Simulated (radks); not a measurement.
Q: Ne I, configuration [Ne]. Method: non-relativistic Kohn-Sham, Slater X-alpha with alpha = 0.6, spin-polarised, spherical densities, point nucleus; computed with a radial shooting solver on a logarithmic mesh with Libxc functionals. Some entries of the table are withheld. Estimate them.

| orbital | occ. | eigenvalue (Ry) | <r> (bohr) |
|---|---|---|---|
| 1s | 2 | -60.00700 | (1) |
| 2s | 2 | -2.43351 | (2) |
| 2p | 6 | (3) | (4) |

A: 
(1) 1s <r> (bohr): 0.1594
(2) 2s <r> (bohr): 0.9121
(3) 2p eigenvalue (Ry): -0.80052
(4) 2p <r> (bohr): 1.008
